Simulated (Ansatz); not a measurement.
Total energies of Al6P6H18, a cluster cut from wurtzite AlP (hydrogen-capped) from Ansatz at PBE0-D4/def2-TZVP, gas phase (1 Eh = 27.2114 eV = 2625.5 kJ/mol). The reference geometry is relaxed at PBE-D4/def2-SVP.

```xyz
30

P    -2.1346   -1.2192   -1.3781
Al   -2.4498   -0.4940    0.9244
Al    0.5488   -3.0423    0.7993
P    -0.5290   -1.2633    2.0626
P    -2.0342    1.8741    0.5426
Al    0.6669    0.6046    3.0641
Al    0.0135   -0.9471   -2.4909
P     1.6064   -1.6559   -0.8982
P     0.0850    1.4844   -2.3944
Al    0.1305    2.6493   -0.2572
Al    3.1649    0.1451   -0.3982
P     1.7080    1.4623    1.0387
H    -2.4958   -2.5978   -1.4569
H    -3.1699   -0.6657   -2.1984
H    -3.9341   -0.7685    1.4426
H    -0.6337   -3.8526    0.0533
H     1.6481   -3.7903    1.6909
H    -1.1597   -1.9285    3.1659
H    -3.0698    2.4119   -0.2877
H    -2.3304    2.5698    1.7532
H    -0.4554    1.6856    3.4923
H     1.7724    0.0850    4.0989
H    -0.0142   -1.4889   -3.9918
H     2.3535   -2.5745   -1.7078
H    -0.9608    2.0232   -3.2112
H     1.2124    1.9186   -3.1543
H     0.1715    4.2344   -0.4375
H     4.4273   -0.4045    0.4186
H     3.3402    0.9872   -1.7662
H     2.5220    2.5572    1.4814
```

| state | geometry | energy (Eh) |
| --- | --- | --- |
| charge 0 singlet | reference | -3512.48566 |
| charge 1 doublet | reference | -3512.16554 |
| charge -1 doublet | reference | -3512.51285 |
| free P atom (quartet) | – | -341.13505 |
| free Al atom (doublet) | – | -242.24894 |
| free H atom (doublet) | – | -0.50104 |

Single mean-field runs in def2-TZVP are fitted with def2-universal-jkfit.

Q: Work out the vertical ionisation energy to the doublet.

A: E(charge 1 doublet) − E(charge 0 singlet) = -3512.16554 − (-3512.48566) = 0.32012 Eh = 8.71 eV. For comparison, −ε of the highest occupied level is 7.40 eV at this level, 1.31 eV less.

Q: Work out the vertical electron affinity, to the doublet.

A: E(charge 0 singlet) − E(charge -1 doublet) = -3512.48566 − (-3512.51285) = 0.02719 Eh = 0.74 eV. The basis lacks diffuse functions, which makes affinities too small.

Q: Give the fundamental gap IE − EA, the Mulliken electronegativity (IE + EA)/2 and the hardness (IE − EA)/2.

A: From the values in Eh: IE − EA = 0.32012 − 0.02719 = 0.29293 Eh = 7.97 eV; (IE + EA)/2 = 4.73 eV; (IE − EA)/2 = 3.99 eV. The HOMO–LUMO gap of the same run is 5.59 eV, 2.38 eV smaller than the fundamental gap.

Q: What is the binding energy per atom against free atoms?

A: Atoms: 6 × (-341.13505) + 6 × (-242.24894) + 18 × (-0.50104) = -3509.32266 Eh. Binding: -3509.32266 − (-3512.48566) = 3.16300 Eh = 86.07 eV, or 2.87 eV for each of 30 atoms (no zero-point energy, no counterpoise term).

At PBE0-D4/def2-TZVP the highest occupied level of the charge -1 doublet lies above zero (up to 0.48 eV). By energy differences its removal costs 0.74 eV (vertical, to the charge 0 singlet, at PBE0-D4/def2-TZVP); self-interaction error and the lack of diffuse functions both raise the level.
